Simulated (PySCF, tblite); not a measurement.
Compound: C₅H₁₂PS (charge +1).
SMILES with atom numbers: `[CH3:1][S:2][CH2:3][P@@H+:4]1[CH2:5][C@@H:6]1[CH3:7]` (hydrogens: H8, H9, H10 on C1; H11, H12 on C3; H13 on P4; H14, H15 on C5; H16 on C6; H17, H18, H19 on C7)

The geometry is computed with GFN2-xTB (gas phase).

(1) Give the optimised bond lengths and angles.

## Answers

(1) 
```tsv
bond	length (pm)
C1–S2	180.9
S2–C3	182.0
C3–P4	185.0
P4–C5	179.7
C5–C6	153.4
C6–C7	150.6
P4–C6	181.7
C1–H8, C1–H9, C1–H10	108.7
C3–H11	109.2
C3–H12	109.1
P4–H13	137.8
C5–H14	108.6
C5–H15	108.3
C6–H16	108.7
C7–H17, C7–H18, C7–H19	108.8
```

Bonds in one row agree within 1 pm and their mean is given. A selection of angles:
```tsv
angle	degrees
S2–C1–H8	109.9
S2–C1–H9	106.6
H8–C1–H9	109.9
H8–C1–H10	111.0
C1–S2–C3	98.7
S2–C3–P4	111.1
S2–C3–H11	107.8
S2–C3–H12	110.5
P4–C3–H11	108.8
P4–C3–H12	109.0
H11–C3–H12	109.7
C3–P4–C5	117.9
C3–P4–C6	119.9
C3–P4–H13	119.3
C5–P4–C6	50.2
C5–P4–H13	114.0
C6–P4–H13	116.8
P4–C5–C6	65.6
P4–C5–H14	115.9
P4–C5–H15	118.6
C6–C5–H14	115.9
C6–C5–H15	118.1
H14–C5–H15	114.2
C5–C6–C7	119.3
C5–C6–H16	115.9
C7–C6–H16	114.3
P4–C6–C5	64.2
P4–C6–C7	119.3
P4–C6–H16	114.9
C6–C7–H17	111.1
C6–C7–H19	108.9
H17–C7–H18	109.2
H17–C7–H19	107.8
```

Torsions: C1–S2–C3–P4 -80° (synclinal); S2–C3–P4–C5 -6° (synperiplanar); C3–P4–C5–C6 -107° (anticlinal); P4–C5–C6–C7 111° (anticlinal); C3–P4–C6–C5 103° (anticlinal).

P4 (phosphonium phosphorus) has angles from 50.2° to 119.9°. The 2 C–C bonds span 1.506 Å (C6–C7, drawn single) to 1.534 Å (C5–C6, drawn single), a spread of 0.028 Å. The C–P distances run from 1.797 Å (P4–C5, drawn single) to 1.850 Å (C3–P4, drawn single), a spread of 0.053 Å. The 3-membered ring P4–C5–C6 has internal angles of 50.2° to 65.6°. Of the pairs four or more bonds apart, S2···H14 is among the closest relative to their van der Waals radii: 2.82 Å, 94 % of the sum of Bondi's values.

Point group: C1 (no symmetry element, even within 0.4 Å). Its GFN2-xTB frequencies are all real (lowest 48 cm⁻¹). 3 starts were optimised and ended at 0.00, 2.32 and 2.35 kcal/mol (GFN2-xTB); the lowest of these is shown.

One conformer stands for the species.
